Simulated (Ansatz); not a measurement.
Relaxation of C3H5B (9 atoms, charge 0, multiplicity 1), to a largest force component of 0.02 eV/Å in at most 40 steps.

Computed with UKS PBE0/STO-3G (Ansatz).

```xyz
9
Properties=species:S:1:pos:R:3
B -0.475 1.207 -2.339
C 0.035 1.009 -1.156
C 0.574 0.308 0.015
C -0.430 -0.662 0.635
H 1.485 -0.233 -0.260
H 0.845 1.072 0.752
H -0.697 -1.431 -0.086
H -0.004 -1.136 1.516
H -1.336 -0.134 0.924
```

Problem. Where does it end, and by what steps?

Solution. The run converged. Limits of this set-up: minimal basis. After 9 steps the energy has fallen by 0.164 eV; B1 moved furthest, 0.27 Å.

| step | energy less start (eV) | largest force component (eV/Å) | accepted |
| --- | --- | --- | --- |
| 0 | 0.0000 | 2.549 | yes |
| 1 | -0.1138 | 0.412 | yes |
| 2 | -0.1304 | 0.419 | yes |
| 3 | -0.1563 | 0.151 | yes |
| 4 | -0.1177 | 0.476 | no |
| 5 | -0.1612 | 0.151 | yes |
| 6 | -0.1636 | 0.041 | yes |
| 7 | -0.1637 | 0.051 | yes |
| 8 | -0.1639 | 0.021 | yes |
| 9 | -0.1639 | 0.003 | yes |

```xyz
9
Properties=species:S:1:pos:R:3
B -0.426 1.463 -2.388
C 0.034 0.906 -1.265
C 0.550 0.287 -0.017
C -0.436 -0.693 0.676
H 1.492 -0.248 -0.244
H 0.824 1.089 0.695
H -0.689 -1.523 0.005
H 0.016 -1.106 1.587
H -1.364 -0.175 0.950
```

Whether the end is a true minimum wasn't checked by a vibrational analysis.

Time of the run: 52 s on 1 thread of Arm Neoverse V1, on a shared host, peak memory 0.11 GiB.
